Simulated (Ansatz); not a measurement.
CH3AlFN can be A, `N=[C](F)[AlH2]`, or B, `F[CH]1[NH][AlH]1`.

Gas-phase electronic energies from Ansatz, PBE0-D4/def2-TZVP geometries. CCSD(T)/CBS adds triple-zeta CCSD(T) − MP2 to the extrapolated MP2 energy (def2 sets, frozen cores). Functionals use def2-TZVPP. B3LYP here is the variant with VWN-RPA as its local correlation; programs differ in this. Each species was taken in one conformer, which may not be the lowest.

**Question.** Which is lower in electronic energy at CCSD(T)/CBS, and by how much? (Best estimate.)

**Answer.** Computed: A, by 20.9 kJ/mol.

**Question.** Give E(B) − E(A) in kJ/mol with B3LYP, r2SCAN-D4, ωB97M-V, PBE0-D4, HF/def2-TZVPP, CCSD(T)/def2-SVP, B3LYP-D4. (Estimate.)

**Answer.** Ansatz gave: B3LYP 29.0, r2SCAN-D4 15.1, ωB97M-V 22.7, PBE0-D4 13.3, HF/def2-TZVPP 59.2, CCSD(T)/def2-SVP 32.4, B3LYP-D4 28.6. None reverses the order clearly.

**Question.** Does the order hold for the free energy at 298.15 K (harmonic terms from PBE0-D4)? (An estimate is asked.)

**Answer.** Computed: Yes: G(B) − G(A) = +36.6 kJ/mol, for one conformer each.

Largest T1 diagnostic: 0.015.

At CCSD(T), def2-SVP lies +11.5 kJ/mol from the extrapolated value and def2-TZVPP +6.7 kJ/mol. Leaving LDA and LC-ωPBE aside and taking each functional with its dispersion term where it has one, the values, not all of them listed here, spread over 18.3 kJ/mol, from HSE06-D4 to BLYP-D4. LDA lies −25.4 kJ/mol from PBE without D4.
